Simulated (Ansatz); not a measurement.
Ansatz (a first-principles code) input (CCSD(T)/def2-SVP):

Ansatz 0.2 input:
```yaml
crystal:
  periodic: [false, false, false]
  atoms:
    - {symbol: Lu, position_ang: [0.15302992, -0.14736871, -0.20865338]}
    - {symbol: F, position_ang: [-1.78418057, -0.04313885, 0.46315687]}
    - {symbol: F, position_ang: [-0.79075941, 1.66557719, -0.01509138]}
    - {symbol: F, position_ang: [1.36770395, -0.45986298, 1.19797781]}
basis:
  gaussian:
    orbitals: def2-SVP
total_charge: 1
magnetization: {spin_polarized: true, initial_magnetization: 1}
correlation: {method: ccsd_t, electrons: outside_noble_gas}
```

End of the output:

```
mean field evaluation 32: about -41642.0454 eV, gradient 2.2e-5 eV
mean field evaluation 64: about -41642.0454 eV, gradient 2.9e-3 eV
mean field evaluation 96: about -41642.1023 eV, gradient 2.4e0 eV
mean field evaluation 128: about -41641.1618 eV, gradient 9.0e-2 eV
mean field evaluation 160: about -41634.6800 eV, gradient 4.1e1 eV
mean field evaluation 192: about -41639.4484 eV, gradient 5.2e-1 eV
mean field evaluation 224: about -41640.4160 eV, gradient 2.2e-2 eV
mean field evaluation 256: about -41641.0656 eV, gradient 5.8e-1 eV
mean field -41642.12403420 eV, -1530.3198322114 hartree, gradient 2.8e-6 eV, S^2 0.768583; 12 other end points of the search recorded, 0 dependent functions left out
determinant -41642.12403420 eV, -1530.3198322114 hartree, with singles and doubles -41658.65573126 eV, -1530.9273608727 hartree
determinant -41642.04542764 eV, -1530.3169434735 hartree, with singles and doubles -41658.73766750 eV, -1530.9303719739 hartree
determinant -41641.16186929 eV, -1530.2844733030 hartree, with singles and doubles -41657.06299341 eV, -1530.8688288362 hartree
determinant -41640.41601129 eV, -1530.2570635272 hartree, with singles and doubles -41657.24032028 eV, -1530.8753454787 hartree
determinant -41639.39106732 eV, -1530.2193975311 hartree, with singles and doubles -41656.31583894 eV, -1530.8413714160 hartree
determinant -41639.05094072 eV, -1530.2068981089 hartree, with singles and doubles -41656.02858723 eV, -1530.8308151103 hartree
determinant -41642.12403420 eV, -1530.3198322114 hartree, with singles and doubles -41658.69146933 eV, -1530.9286742226 hartree
determinant -41642.04542764 eV, -1530.3169434735 hartree, with singles and doubles -41658.77473045 eV, -1530.9317340125 hartree
determinant -41642.12403420 eV, -1530.3198322114 hartree, with singles and doubles -41658.73826927 eV, -1530.9303940888 hartree
determinant -41642.04542764 eV, -1530.3169434735 hartree, with singles and doubles -41658.77774052 eV, -1530.9318446304 hartree
23 core orbitals not correlated, not the lowest: weight in the atoms' cores, before any rotation towards them, 0.653 or more for the frozen orbitals, at most 0.348 for the correlated occupied ones
reference -41642.04542764 eV, -1530.3169434735 hartree; 12, 11 occupied and 88, 89 virtual orbitals, 966 factors
second order -16.51954524 eV of doubles, -0.00000000 eV of singles
coupled cluster: 0.78 GiB planned
coupled cluster: 1.08 GiB planned
cycle   1  -16.12324435 eV  change    -1.1e0 eV  update   8.6e-2
cycle   2  -16.61283097 eV  change   -4.9e-1 eV  update   3.6e-2
cycle   3  -16.74740085 eV  change   -1.3e-1 eV  update   1.8e-2
cycle   4  -16.73123848 eV  change    1.6e-2 eV  update   6.0e-3
cycle   5  -16.72930265 eV  change    1.9e-3 eV  update   2.2e-3
cycle   6  -16.73195194 eV  change   -2.6e-3 eV  update   1.0e-3
cycle   7  -16.73215067 eV  change   -2.0e-4 eV  update   6.1e-4
cycle   8  -16.73223119 eV  change   -8.1e-5 eV  update   4.3e-4
cycle   9  -16.73235918 eV  change   -1.3e-4 eV  update   3.3e-4
cycle  10  -16.73237398 eV  change   -1.5e-5 eV  update   2.3e-4
cycle  11  -16.73238846 eV  change   -1.4e-5 eV  update   1.3e-4
cycle  12  -16.73238832 eV  change    1.4e-7 eV  update   7.9e-5
cycle  13  -16.73232224 eV  change    6.6e-5 eV  update   5.5e-5
cycle  14  -16.73227448 eV  change    4.8e-5 eV  update   4.3e-5
cycle  15  -16.73228666 eV  change   -1.2e-5 eV  update   3.3e-5
cycle  16  -16.73232157 eV  change   -3.5e-5 eV  update   2.3e-5
cycle  17  -16.73233504 eV  change   -1.3e-5 eV  update   1.3e-5
cycle  18  -16.73232420 eV  change    1.1e-5 eV  update   7.7e-6
perturbative correction -0.31999671 eV, -0.0117596622 hartree
WARN: these amplitudes may be one of several solutions (largest doubles amplitude 0.03, level shift 5.79 eV)
Total energy: -41659.09774854 eV, -1530.9436047084 hartree
```

The spin state was set by rule; other spins were not relaxed.

The program attaches cautions to this result: other roots.
